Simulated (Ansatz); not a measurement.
Species: sum formula YOF (charge 0, singlet). 
Coordinates optimised at B3LYP-D3(BJ)/def2-TZVP (Ansatz, a first-principles code):
SMILES: [Y](=[O])[F]
```xyz
3

Y      0.1361    -0.1179     0.2673
O      1.2660    -0.1525    -1.1654
F     -1.7151     0.6464    -0.1222
```

Parts of the frozen-core correlation energy in def2-QZVPPD (Ansatz, hartree). Frozen orbitals: 6; correlated occupied orbitals by spin: 8 and 8; virtual: 199 and 199. No spin-orbit coupling. Past Kr the def2 sets carry scalar-relativistic core potentials.

| term | value |
|---|---|
| reference (HF) | -212.35563 |
| MP2 opposite-spin | -0.46759 |
| MP2 same-spin | -0.16769 |
| CCSD correlation | -0.60797 |
| (T) | -0.02829 |
| T1 diagnostic | 0.021 |
| largest doubles amplitude | 0.032 |
